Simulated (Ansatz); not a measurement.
Reaction (redistribution): `O[SiH2]OP` + `C[SiH](Cl)[SbH2]` → `C[SiH](Cl)[SiH2]O` + `P[O][SbH2]`

Program: Ansatz. Geometries: PBE0-D4/def2-TZVP. ΔE: electronic, gas phase. CCSD(T)/CBS adds triple-zeta CCSD(T) − MP2 to the extrapolated MP2 energy (def2 sets, frozen cores). DFT in def2-TZVPP. B3LYP here is the variant with VWN-RPA as its local correlation; programs differ in this. def2 core potentials past Kr. For Sb outer-core shells are correlated without core-valence functions, which leaves a few kJ/mol of doubt a bond. Each species was taken in one conformer, which may not be the lowest.

`O[SiH2]OP`:

Cartesian coordinates in Å:
```
O 1.799 0.449 0.823
Si 1.004 -0.533 -0.218
O -0.425 0.109 -0.730
P -1.734 0.422 0.218
H 1.541 0.433 1.745
H 0.725 -1.839 0.435
H 1.845 -0.653 -1.422
H -2.743 -0.133 -0.619
H -2.012 1.744 -0.231
```

`C[SiH](Cl)[SbH2]`:

Z-matrix (Å, degrees):
```
C
Si 1 1.861
H 1 1.093 2 110.4
H 1 1.093 2 109.8 3 119.9
H 1 1.091 2 110.6 3 -120.4
Cl 2 2.071 1 108.6 3 58.5
Sb 2 2.573 1 114.7 3 178.2
H 2 1.487 1 110.6 3 -58.0
H 7 1.710 2 89.9 1 -41.2
H 7 1.712 2 89.8 1 50.0
```

`C[SiH](Cl)[SiH2]O`:

```xyz
12

C     1.746   -0.553   -0.621
Si    0.590    0.042    0.713
Cl   -0.058   -1.615    1.804
Si   -1.427    0.957   -0.069
O    -2.387   -0.285   -0.585
H     2.591   -1.092   -0.188
H     1.228   -1.218   -1.316
H     2.131    0.301   -1.186
H     1.309    0.922    1.672
H    -2.066    1.742    1.026
H    -1.233    1.849   -1.241
H    -2.424   -1.051   -0.008
```

`P[O][SbH2]`:

Cartesian coordinates in Å:
```
P 0.169 -1.324 -0.897
O -0.202 0.162 -0.314
Sb 1.007 1.027 1.002
H -1.072 -1.988 -0.663
H -0.146 -1.115 -2.272
H 0.238 2.541 0.786
H 0.005 0.697 2.357
```

Question: Is it downhill or uphill in electronic energy at CCSD(T)/CBS, and by how much? (Estimate.)

Answer: Computed: Uphill: ΔE = +159.1 kJ/mol.

Question: What do these levels give: PBE-D4, PBE0-D4, ωB97M-V, PBE, B3LYP, HF/CBS(def2)? (Estimate.)

Answer: The calculation gave: PBE-D4 141.3, PBE0-D4 153.5, ωB97M-V 160.5, PBE 141.0, B3LYP 151.6, HF/CBS(def2) 167.3 kJ/mol.

Largest T1 diagnostic among the species: 0.015.

From PBE to PBE0 (25 % exact exchange), in def2-TZVPP and without D4, ΔE moves by +12.2 kJ/mol.
